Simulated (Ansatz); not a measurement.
Hg₂S₂. Charge 0, multiplicity 1. Geometry r2SCAN-D4/def2-SVP, that of the neutral singlet.

Cartesian coordinates in Å:
```
Hg -1.286 -0.345 0.556
Hg 1.286 0.345 -0.556
S -0.228 -1.470 -1.440
S 0.228 1.470 1.440
```

In the def2 sets Hg takes a core potential; there is no spin–orbit coupling. The structure comes from a short search, and lower isomers may exist.

Question: Estimate the orbital energies around the gap (eV) in Ansatz with PBE-D4/def2-TZVP, r2SCAN-D4/def2-TZVP, PBE0-D4/def2-TZVP.

Answer: 
```tsv
orbital	PBE-D4/def2-TZVP	r2SCAN-D4/def2-TZVP	PBE0-D4/def2-TZVP
HOMO−5	-9.25	-9.48	-10.34
HOMO−4	-8.25	-8.48	-9.18
HOMO−3	-6.85	-7.05	-7.66
HOMO−2	-6.15	-6.38	-7.26
HOMO−1	-6.00	-6.17	-6.85
HOMO	-5.63	-5.84	-6.70
LUMO	-4.68	-4.64	-3.99
LUMO+1	-4.06	-4.01	-3.28
LUMO+2	-1.34	-1.07	-0.68
LUMO+3	-0.89	-0.59	-0.27
LUMO+4	-0.43	-0.03	0.34
LUMO+5	-0.01	0.49	0.63
β HOMO	-5.63	-5.84	-6.70
β LUMO	-4.68	-4.64	-3.99
```
